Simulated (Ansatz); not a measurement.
Reaction (cleavage of the Si–Al bond): `C[SiH2][Al]([F])[SiH3]` + `[OH][SnH]([F])[F]` → `[F][SnH]([F])[O][SiH3]` + `C[SiH2][AlH][F]`

Gas-phase electronic energies from Ansatz, PBE0-D4/def2-TZVP geometries. CCSD(T)/CBS adds triple-zeta CCSD(T) − MP2 to the extrapolated MP2 energy (def2 sets, frozen cores). Functionals use def2-TZVPP. B3LYP here is the variant with VWN-RPA as its local correlation; programs differ in this. def2 core potentials past Kr. For Sn outer-core shells are correlated without core-valence functions, which leaves a few kJ/mol of doubt a bond. One conformer a species, not always the lowest.

```tsv
level	ΔE (eV)
PBE-D4	-0.62
r2SCAN-D4	-0.85
B3LYP-D4	-0.92
HF/def2-TZVPP	-1.24
MP2/def2-TZVPP	-1.03
SCS-MP2/def2-QZVPP	-1.10
HF/CBS(def2)	-1.27
CCSD/CBS(def2)	-1.00
```

**Question.** What does CCSD(T)/CBS give? (Estimate.)

**Answer.** Computed: -0.96 eV. The listed levels differ from it by 0.34, 0.11, 0.04, -0.28, -0.07, -0.14, -0.31, -0.04 eV.

Largest T1 diagnostic among the species: 0.015.

From PBE to PBE0 (25 % exact exchange), in def2-TZVPP and without D4, ΔE moves by −0.11 eV. In def2-TZVPP, CCSD(T) changes the Hartree–Fock value by +0.30 eV (the triples alone add +0.04 eV) and MP2 by +0.21 eV.
